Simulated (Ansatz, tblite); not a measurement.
Forces on Si₄Ge⁻ at its B3LYP-D4/def2-SVPD geometry. Charge -1, multiplicity 2.

The xTB rows come from tblite. The structure comes from a short search, and lower isomers may exist.

GFN2-xTB (tblite), largest force 1.20 eV/Å:

```xyz
5
positions Å, forces eV/Å
Si    1.061    0.394   -1.160   -0.193   -0.054    0.447
Si    0.073   -1.459    0.702    0.089    0.474   -0.083
Si   -1.088    1.090    0.507    0.419   -0.251   -0.028
Si    1.109    0.595    1.181   -0.768   -0.413   -0.818
Ge   -1.154   -0.620   -1.229    0.453    0.243    0.482
```

PBE-D4/def2-TZVPD (Ansatz), largest force 0.36 eV/Å:

```
Si -0.224 -0.081 0.275
Si -0.003 0.333 -0.143
Si 0.257 -0.236 -0.099
Si -0.087 -0.047 -0.093
Ge 0.056 0.030 0.060
```
